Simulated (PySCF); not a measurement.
SMILES B[SiH2]CC(OC)=O (GFN2-xTB optimised geometry):

```
16

B     -1.949    -3.792    -1.972
Si    -0.934    -2.119    -1.924
C     -0.569    -1.751    -0.059
C      0.298    -0.552     0.000
O      1.503    -0.552     0.000
O     -0.435     0.580     0.000
C      0.300     1.793    -0.026
H     -1.420    -4.833    -1.902
H     -3.115    -3.803    -2.057
H      0.373    -2.129    -2.604
H     -1.606    -0.906    -2.428
H     -0.052    -2.595     0.391
H     -1.503    -1.564     0.465
H      0.915     1.844    -0.927
H      0.951     1.863     0.847
H     -0.435     2.595    -0.019
```

Calculation: B3LYP/def2-TZVP in PySCF.

What are the frontier orbital energies and the dipole moment?

HOMO-2 -8.48 eV, HOMO-1 -8.40 eV, HOMO -7.58 eV, LUMO -2.95 eV, LUMO+1 0.11 eV; dipole moment 2.05 D.

Meta-Löwdin charges at B3LYP/def2-TZVP: B1 -0.18, Si2 0.54, C3 -0.46, C4 0.52, O5 -0.48, O6 -0.35, C7 -0.12, H8 0.03, H9 0.03, H10 -0.09, H11 -0.10, H12 0.14, H13 0.14, H14 0.12, H15 0.12, H16 0.13.
